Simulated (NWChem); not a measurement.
Program: NWChem. System: Sb (+1), charge 1, spin multiplicity 3. Its SCF solution wasn't tested for a lower state. Level: UPBE/def2-TZVP with def2 effective core potentials on Sb.

The NWChem input:

```
start mol
memory heap 200 mb stack 900 mb global 1100 mb
charge 1
geometry units angstroms nocenter noautoz
  Sb     0.000000     0.000000     0.000000
  symmetry group D2h
end
basis spherical
  * library def2-tzvp
end
ecp
  Sb library def2-ecp
end
dft
  xc xpbe96 cpbe96
  odft
  mult 3
  semidirect memsize 60000000 filesize 0
  iterations 100
end
task dft energy
```

Part of the output:

```
             Northwest Computational Chemistry Package (NWChem) 7.3.0
             --------------------------------------------------------

                                NWChem Input Module
                                -------------------

 Scaling coordinates for geometry "geometry" by  1.889725989
 (inverse scale =  0.529177249)

                             Geometry "geometry" -> ""
                             -------------------------

 Output coordinates in angstroms (scale by  1.889725989 to convert to a.u.)

  No.       Tag          Charge          X              Y              Z
 ---- ---------------- ---------- -------------- -------------- --------------
    1 Sb                  51.0000     0.00000000     0.00000000     0.00000000

 Effective nuclear repulsion energy (a.u.)       0.0000000000

            Nuclear Dipole moment (a.u.)
            ----------------------------
        X                 Y               Z
 ---------------- ---------------- ----------------
     0.0000000000     0.0000000000     0.0000000000

      Symmetry information
      --------------------

 Group name             D2h
 Group number             26
 Group order               8
 No. of unique centers     1

      Symmetry unique atoms

     1


 Summary of "ao basis" -> "" (spherical)
 ------------------------------------------------------------------------------
       Tag                 Description            Shells   Functions and Types
 ---------------- ------------------------------  ------  ---------------------
 *                         def2-tzvp                  on all atoms

 Summary of "ao basis" -> "ao basis" (spherical)
 ------------------------------------------------------------------------------
       Tag                 Description            Shells   Functions and Types
 ---------------- ------------------------------  ------  ---------------------
 Sb                        def2-tzvp                16       50   6s5p3d2f

 Summary of "ao basis" -> "ao basis" (spherical)
 ------------------------------------------------------------------------------
       Tag                 Description            Shells   Functions and Types
 ---------------- ------------------------------  ------  ---------------------
 Sb                        def2-tzvp                16       50   6s5p3d2f

      Symmetry analysis of basis
      --------------------------

        ag         12
        au          2
        b1g         3
        b1u         9
        b2g         3
        b2u         9
        b3g         3
        b3u         9

            General Information
            -------------------
          SCF calculation type: DFT
          Wavefunction type:  spin polarized.
          No. of atoms     :     1
          No. of electrons :    22
           Alpha electrons :    12
            Beta electrons :    10
          Charge           :     1
          Spin multiplicity:     3
          Use of symmetry is: on ; symmetry adaption is: on
          Maximum number of iterations: 100
          AO basis - number of functions:    50
                     number of shells:    16
          Convergence on energy requested:  1.00D-06
          Convergence on density requested:  1.00D-05
          Convergence on gradient requested:  5.00D-04

              XC Information
              --------------
          PerdewBurkeErnzerhof Exchange Functional  1.000
            Perdew 1991 LDA Correlation Functional  1.000 local
           PerdewBurkeErnz. Correlation Functional  1.000 non-local
[...]
              MO Center=  1.3D-16,  8.2D-17,  1.7D-15, r^2= 2.3D+00
   Bfn.  Coefficient  Atom+Function         Bfn.  Coefficient  Atom+Function
  ----- ------------  ---------------      ----- ------------  ---------------
    18      0.595632  1 Sb pz                12     -0.444365  1 Sb pz
    15      0.438545  1 Sb pz                21      0.136077  1 Sb pz
     9     -0.070246  1 Sb pz

 Vector   12  Occ=1.000000D+00  E=-4.614203D-01  Symmetry=b3u
              MO Center= -3.2D-15,  5.2D-16, -1.4D-15, r^2= 2.3D+00
   Bfn.  Coefficient  Atom+Function         Bfn.  Coefficient  Atom+Function
  ----- ------------  ---------------      ----- ------------  ---------------
    16      0.595641  1 Sb px                10     -0.444366  1 Sb px
    13      0.438545  1 Sb px                19      0.136066  1 Sb px
     7     -0.070246  1 Sb px

 Vector   13  Occ=0.000000D+00  E=-4.599434D-01  Symmetry=b2u
              MO Center=  6.9D-15,  1.6D-14, -1.9D-15, r^2= 2.2D+00
   Bfn.  Coefficient  Atom+Function         Bfn.  Coefficient  Atom+Function
  ----- ------------  ---------------      ----- ------------  ---------------
    17      0.578188  1 Sb py                14      0.454992  1 Sb py
    11     -0.450100  1 Sb py                20      0.141584  1 Sb py
     8     -0.071109  1 Sb py

 Vector   14  Occ=0.000000D+00  E=-9.247095D-02  Symmetry=ag
              MO Center=  1.5D-15, -3.8D-16,  3.0D-18, r^2= 3.4D+00
   Bfn.  Coefficient  Atom+Function         Bfn.  Coefficient  Atom+Function
  ----- ------------  ---------------      ----- ------------  ---------------
    34      0.848425  1 Sb d  0              36     -0.489699  1 Sb d  2
    24     -0.227148  1 Sb d  0              26      0.131107  1 Sb d  2
    29      0.040143  1 Sb d  0

 Vector   15  Occ=0.000000D+00  E=-9.247066D-02  Symmetry=b2g
              MO Center= -1.2D-13, -1.3D-16,  5.7D-14, r^2= 3.4D+00
   Bfn.  Coefficient  Atom+Function         Bfn.  Coefficient  Atom+Function
  ----- ------------  ---------------      ----- ------------  ---------------
    35      0.979607  1 Sb d  1              25     -0.262269  1 Sb d  1
    30      0.046349  1 Sb d  1

                     DFT Final Beta Molecular Orbital Analysis
                     -----------------------------------------

 Vector    8  Occ=1.000000D+00  E=-1.514284D+00  Symmetry=b2g
              MO Center= -6.1D-17, -1.5D-17, -7.3D-17, r^2= 3.4D-01
   Bfn.  Coefficient  Atom+Function         Bfn.  Coefficient  Atom+Function
  ----- ------------  ---------------      ----- ------------  ---------------
    25      0.909224  1 Sb d  1              30      0.154105  1 Sb d  1

 Vector    9  Occ=1.000000D+00  E=-1.514284D+00  Symmetry=ag
              MO Center=  3.7D-15, -1.0D-16, -3.6D-15, r^2= 3.4D-01
   Bfn.  Coefficient  Atom+Function         Bfn.  Coefficient  Atom+Function
  ----- ------------  ---------------      ----- ------------  ---------------
    24      0.787410  1 Sb d  0              26     -0.454615  1 Sb d  2
    29      0.133459  1 Sb d  0              31     -0.077053  1 Sb d  2

 Vector   10  Occ=1.000000D+00  E=-7.293786D-01  Symmetry=ag
              MO Center= -1.8D-16, -3.8D-16, -1.7D-16, r^2= 1.5D+00
   Bfn.  Coefficient  Atom+Function         Bfn.  Coefficient  Atom+Function
  ----- ------------  ---------------      ----- ------------  ---------------
     5      0.936175  1 Sb s                  3     -0.587344  1 Sb s
     2      0.529380  1 Sb s                  4     -0.363311  1 Sb s
     6      0.334886  1 Sb s                  1     -0.261887  1 Sb s
    26      0.026154  1 Sb d  2

 Vector   11  Occ=0.000000D+00  E=-4.301669D-01  Symmetry=b2u
              MO Center= -2.8D-16,  4.5D-15, -2.7D-17, r^2= 2.3D+00
   Bfn.  Coefficient  Atom+Function         Bfn.  Coefficient  Atom+Function
  ----- ------------  ---------------      ----- ------------  ---------------
    17      0.563762  1 Sb py                14      0.461053  1 Sb py
    11     -0.450162  1 Sb py                20      0.153331  1 Sb py
     8     -0.071020  1 Sb py

 Vector   12  Occ=0.000000D+00  E=-3.936645D-01  Symmetry=b3u
              MO Center=  2.8D-16, -7.9D-16, -1.8D-15, r^2= 2.3D+00
   Bfn.  Coefficient  Atom+Function         Bfn.  Coefficient  Atom+Function
  ----- ------------  ---------------      ----- ------------  ---------------
    16      0.552893  1 Sb px                13      0.446550  1 Sb px
    10     -0.440384  1 Sb px                19      0.181634  1 Sb px
     7     -0.069417  1 Sb px

 Vector   13  Occ=0.000000D+00  E=-3.936623D-01  Symmetry=b1u
              MO Center=  3.6D-16,  2.6D-16,  3.9D-16, r^2= 2.3D+00
   Bfn.  Coefficient  Atom+Function         Bfn.  Coefficient  Atom+Function
  ----- ------------  ---------------      ----- ------------  ---------------
    18      0.552894  1 Sb pz                15      0.446551  1 Sb pz
    12     -0.440385  1 Sb pz                21      0.181632  1 Sb pz
     9     -0.069417  1 Sb pz

   alpha - beta orbital overlaps
   -----------------------------

   alpha      1      2      3      4      5      6      7      8      9     10
    beta      1      2      3      4      5      6      7      8      9     10
 overlap   1.000  1.000  1.000  1.000  1.000  1.000  1.000  1.000  1.000  0.999

   alpha     11     12     13     14     15     16     17     18     19     20
    beta     13     12     11     21     20     17     16     15     19     18
 overlap   0.999  0.999  0.999  1.000  1.000  1.000  1.000  0.921  1.000  1.000

   alpha     21     22     23     24     25     26     27     28     29     30
    beta     14     22     27     26     28     29     25     24     23     30
 overlap   1.000  0.921  1.000  1.000  1.000  1.000  1.000  1.000  0.999  1.000

   alpha     31     32     33     34     35     36     37     38     39     40
    beta     32     31     35     34     33     37     36     38     40     39
 overlap   1.000  1.000  1.000  1.000  1.000  1.000  1.000  1.000  1.000  1.000

   alpha     41     42     43     44     45     46     47     48     49     50
    beta     42     41     43     44     45     46     48     47     49     50
 overlap   1.000  1.000  1.000  1.000  1.000  1.000  1.000  1.000  1.000  1.000

     --------------------------
     Expectation value of S2:
     --------------------------
      <S2> =      2.0015 (Exact =     2.0000)

 Task  times  cpu:        0.7s     wall:        0.7s

 Total times  cpu:        0.7s     wall:        0.7s
```
